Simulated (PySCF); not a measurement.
Pd⁺ (palladium, charge +1) across methods

[Kr] 4d8 5s1, high-spin 4F determinant (an excited configuration). Calculation: PySCF 2.14, in aug-cc-pVTZ-PP with ECP28MDF (6s6p5d3f2g, 88 functions); a scalar-relativistic core potential.

```tsv
method	E (hartree)	mean ε 4d α (eV)	mean ε 4d β (eV)	mean ε 5s α (eV)	Σ⟨r²⟩ (bohr²)	⟨S²⟩
UHF	-126.29564	-25.745	-23.732	-15.237	37.37	3.754
MN15	-126.7500	-21.281	-19.790	-14.548	37.43	3.751
LDA	-126.7634	-18.728	-17.166	-13.424	37.26	3.750
PBE0	-127.0205	-20.562	-18.961	-13.793	37.07	3.751
PBEsol	-126.8525	-18.557	-17.007	-13.185	37.17	3.751
r2SCAN	-127.0699	-18.980	-17.332	-13.363	36.89	3.752
r2SCANh	-127.0568	-19.737	-18.069	-13.636	36.88	3.752
BLYP	-126.9939	-18.373	-17.037	-13.018	37.30	3.751
```

**Question.** Estimate the same row for PBE.

**Answer.** E (hartree) = -127.0314; mean ε 4d α (eV) = -18.561; mean ε 4d β (eV) = -17.076; mean ε 5s α (eV) = -13.107; Σ⟨r²⟩ (bohr²) = 37.20; ⟨S²⟩ = 3.751.

Energies and moments cover only the electrons outside the core potential.
